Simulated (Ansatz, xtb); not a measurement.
Two isomers of F2H3Si2−

Structure X is `F[Si-](F)[SiH3]`, a singlet and structure Y is `F[SiH-][SiH2]F`, a singlet. Both are isolated ions in the gas phase, relaxed with r2SCAN-D4/def2-SVPD; each stands in its lowest conformer found.

Task: Estimate which is lower in electronic energy at CCSD(T)/def2-SVPD + ΔMP2/def2-TZVPPD, and by roughly how much.

Result: The CCSD(T)/def2-SVPD + ΔMP2/def2-TZVPPD calculation puts structure X lower, by 0.166 eV.

The same difference at several levels:

```csv
level,geometry,E(Y) − E(X) (eV),departure from the last row (eV),"job, with rough time for the two"
GFN2-xTB,GFN2-xTB,+0.057,−0.109,"optimisation, 0.29 s"
HF/STO-3G,GFN2-xTB,+0.432,+0.266,"single point, 0.24 s"
r2SCAN-D4/def2-SVPD//GFN2-xTB,GFN2-xTB,+0.231,+0.065,"single point, 2.9 s"
r2SCAN-D4/def2-SVPD,r2SCAN-D4/def2-SVPD,+0.185,+0.020,"optimisation, 49 s"
HF/def2-SVPD,r2SCAN-D4/def2-SVPD,+0.201,+0.036,part of the CCSD(T) run
MP2/def2-SVPD,r2SCAN-D4/def2-SVPD,+0.206,+0.040,part of the CCSD(T) run
CCSD(T)/def2-SVPD,r2SCAN-D4/def2-SVPD,+0.226,+0.060,single point
CCSD(T)/def2-SVPD + ΔMP2/def2-TZVPPD,r2SCAN-D4/def2-SVPD,+0.166,,"single point, 33 s"
```

As drawn, both hold the same kinds of bond in the same numbers.

The levels shown agree on the order. The largest departure from CCSD(T)/def2-SVPD + ΔMP2/def2-TZVPPD is that of HF/STO-3G, 0.266 eV. The last row adds to CCSD(T) the change of the MP2 difference between the two basis sets, here −0.060 eV.

With harmonic frequencies from r2SCAN-D4/def2-SVPD (ideal gas, rigid rotor, one conformer each, 298.15 K, 1 atm): on the last row, ΔE + ΔZPE = +0.182, ΔH = +0.169, ΔG = +0.191 eV.

The correlated steps freeze 12 core orbitals. Mirror images aren't counted in ΔG. Run with Ansatz 0.2.0, xtb 6.7.1; the last row on 2 threads of Intel(R) Xeon(R) Platinum 8488C (Sapphire Rapids) on a shared host.
